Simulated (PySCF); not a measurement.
## The third ionisation energy along group 4

All values are computed (PySCF 2.14, energy differences of UHF-based or UKS calculations, no spin-orbit coupling). Values in eV. The last column holds reference values (NIST; (s) semi-empirical, (t) theoretical, else measured). Unmarked ones compare directly (S terms, centres of terms, or small fine structure); those marked * lie between the lowest fine-structure levels and include a spin-orbit shift.

```csv
element,configurations,LDA,PBE0,MP2 (valence),SCS-MP2 (valence),CCSD (valence),FCI (valence),reference
"Ti (x2c-TZVPPall, spin-free X2C)",[Ar] 3d2 → [Ar] 3d1,28.003,27.812,26.705,26.627,26.739,26.739,27.492 *
"Zr (x2c-TZVPPall, spin-free X2C)",[Kr] 4d2 → [Kr] 4d1,23.480,23.407,22.487,22.423,22.518,22.518,23.170 (s) *
"Hf (x2c-TZVPPall, spin-free X2C)",[Xe] 4f14 5d2 → [Xe] 4f14 5d1,22.643,22.441,21.536,21.481,21.564,21.564,22.55 ± 0.04 (t) *
```

"Valence" correlates the outer s and p shells and, in groups 3 to 12 and the f block, the outer d or f shell, open or full, or the next shell where the ion has no valence electron left; the wider scheme adds the next inner shell.
